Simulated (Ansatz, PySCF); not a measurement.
System: CH2S, charge 0, multiplicity 1. 
Geometry from a B3LYP-D3(BJ)/def2-TZVP (Ansatz, a first-principles code) optimisation:
```xyz
4

C     -0.9907     0.1914    -0.1620
S      0.5657    -0.1093     0.0925
H     -1.3280     1.0050    -0.8021
H     -1.7796    -0.4045     0.2939
```

Dipole moments at this geometry, in debye (magnitudes).

```
level                    program  dipole (D)
-----------------------  -------  ----------
BLYP/def2-TZVPD           Ansatz        1.65
r2SCAN/def2-TZVPD          PySCF        1.78
PBE0/def2-TZVPD           Ansatz        1.77
TPSSh/def2-TZVPD           PySCF        1.78
M06-2X/def2-TZVPD          PySCF        1.71
CCSD(T)/aug-cc-pV(D+d)Z   Ansatz        1.65
```

Measured: 1.65 D (NIST CCCBDB, as tabulated in the package chemicals), a vibrational average. This is an older compilation, not checked against later work.
